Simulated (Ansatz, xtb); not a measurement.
**Two isomers of C4H7ClSi**

Structure X is `Cl[SiH]1CC=CC1`, a singlet and structure Y is `Cl[SiH2]C1=CCC1`, a singlet. Both are isolated molecules in the gas phase, relaxed with r2SCAN-D4/def2-SVP; the shapes shown needn't be the lowest conformers.

X (Å):

```xyz
13

C     1.3211    2.0300   -0.1897
C     2.2247    0.8729    0.1677
C     1.9712    0.1633    1.2835
C     0.7903    0.5447    2.1456
Cl    0.8062    3.7983    2.5192
Si    0.2351    2.1680    1.3517
H    -1.2274    2.3058    1.1071
H     0.7277    1.8167   -1.0995
H     1.8866    2.9536   -0.4056
H     3.0711    0.6210   -0.4831
H     2.6041   -0.6856    1.5701
H     1.0646    0.6539    3.2097
H    -0.0026   -0.2271    2.1135
```

Y (Å):

```xyz
13

C    -0.0911    0.0551   -0.8068
C     0.1869   -1.2680   -0.6907
C    -1.1740   -1.6447   -0.1620
C    -1.5138   -0.1252   -0.2813
Cl    1.0190    2.9000    0.1836
Si    0.9091    1.5092   -1.3648
H     0.2779    2.2077   -2.5204
H     2.2891    1.0729   -1.7165
H     1.0870   -1.8581   -0.9015
H    -1.1916   -2.0527    0.8640
H    -1.7718   -2.3131   -0.8065
H    -1.7238    0.3843    0.6742
H    -2.3182    0.1220   -0.9950
```

Problem. Estimate E(Y) − E(X) at the level CCSD(T)/def2-SVP + ΔMP2/def2-TZVPP.

Solution. Calculated at CCSD(T)/def2-SVP + ΔMP2/def2-TZVPP: E(Y) − E(X) = +135.7 kJ/mol, so structure X lies lower.

Level by level:

| level | geometry | E(Y) − E(X) (kJ/mol) | departure from the last row (kJ/mol) | job, with rough time for the two |
| --- | --- | --- | --- | --- |
| GFN2-xTB | GFN2-xTB | +53.3 | −82.4 | optimisation, 0.21 s |
| HF/STO-3G | GFN2-xTB | +155.4 | +19.7 | single point, 0.93 s |
| r2SCAN-D4/def2-SVP//GFN2-xTB | GFN2-xTB | +134.4 | −1.3 | single point, 7.8 s |
| r2SCAN-D4/def2-SVP | r2SCAN-D4/def2-SVP | +137.0 | +1.3 | optimisation, 2.1 min |
| HF/def2-SVP | r2SCAN-D4/def2-SVP | +127.5 | −8.2 | part of the CCSD(T) run |
| MP2/def2-SVP | r2SCAN-D4/def2-SVP | +129.9 | −5.8 | part of the CCSD(T) run |
| CCSD(T)/def2-SVP | r2SCAN-D4/def2-SVP | +127.7 | −8.0 | single point |
| CCSD(T)/def2-SVP + ΔMP2/def2-TZVPP | r2SCAN-D4/def2-SVP | +135.7 |  | single point, 76 s |

As drawn, Y has 1 C–C, 1 Si–H in place of 1 C–Si, 1 C–H. Structure X has a 5-membered ring, Y a 4-membered ring.

None of the levels shown reverses the order. The largest departure from CCSD(T)/def2-SVP + ΔMP2/def2-TZVPP is that of GFN2-xTB, 82.4 kJ/mol. The last row adds to CCSD(T) the change of the MP2 difference between the two basis sets, here +8.0 kJ/mol.

With thermal terms from frequencies at re-optimised GFN2-xTB minima (ideal gas, soft modes damped towards free rotors, one conformer each, 298.15 K, 1 atm): on the last row, ΔE + ΔZPE = +128.1, ΔH = +129.6, ΔG = +125.8 kJ/mol.

The correlated steps freeze 14 core orbitals. Programs: Ansatz 0.2.0, xtb 6.7.1; the last row on 2 threads of Intel(R) Xeon(R) Platinum 8375C CPU @ 2.90GHz (Ice Lake) on a shared host.
